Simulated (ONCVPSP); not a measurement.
# LDA (Perdew-Wang 92) ONCV dataset for rhenium (Re), scalar-relativistic all-electron reference.

Re, optimised norm-conserving Vanderbilt (ONCV), made with ONCVPSP 4.0.1 (LDA (Perdew-Wang 92), scalar-relativistic). Core [Kr] 4d10 4f14, reference 5s2 5p6 5d5 6s2. Waves: 5s+6s: rc 1.35 bohr, ncon 4, nbas 8, qcut 7.5 1/bohr, 2 projectors; 5p: rc 1.75 bohr, ncon 4, nbas 7, qcut 9.6 1/bohr, 2 projectors, debl 0.5 Ha; 5d: rc 2.20 bohr, ncon 4, nbas 8, qcut 8.6 1/bohr, 2 projectors, debl 1.6 Ha. Local part: polynomial inside 0.95 bohr (lpopt 5, dvloc0 2 Ha). Core correction: none.

In the p channel the program set the typed energies aside and used -1.735, 0.250 Ha.

All-electron outer shells of the reference configuration (LDA (PZ), scalar-relativistic, ld1.x):

```json
{"shell": "5s", "level (eV)": "-85.51", "outermost node (bohr)": "0.52", "outermost maximum (bohr)": "0.93"}
{"shell": "5p", "level (eV)": "-47.21", "outermost node (bohr)": "0.56", "outermost maximum (bohr)": "1.06"}
{"shell": "4f", "level (eV)": "-42.60", "outermost node (bohr)": "–", "outermost maximum (bohr)": "0.41"}
{"shell": "6s", "level (eV)": "-6.16", "outermost node (bohr)": "1.24", "outermost maximum (bohr)": "2.54"}
{"shell": "5d", "level (eV)": "-5.57", "outermost node (bohr)": "0.62", "outermost maximum (bohr)": "1.43"}
```

Problem. Does the generator finish with these settings?

Solution. Yes, a potential is produced and its reference levels are reproduced.

Problem. Estimate the cutoffs (Ha) at which the residual kinetic energy of the hardest occupied pseudo-wave falls to 1 and 0.1 mHa per electron.

Solution. 25 Ha and 57 Ha.

Problem. What does a ghost test show?

Solution. No bound ghost flagged; GHOST(+) flagged for s at 5.5 eV, p at 232.5 eV.

Problem. Tests: 5s2 5p6 5d5 6s1; 5s2 5p6 5d5 6s0; 5s2 5p6 5d4 6s0; 5s2 5p6 5d5 6s0 6p2. Which has the largest error in its energy relative to the reference configuration, and how large is it?

Solution. 5s2 5p6 5d4 6s0, with -13 meV (all-electron minus pseudo) on +53.63 eV.
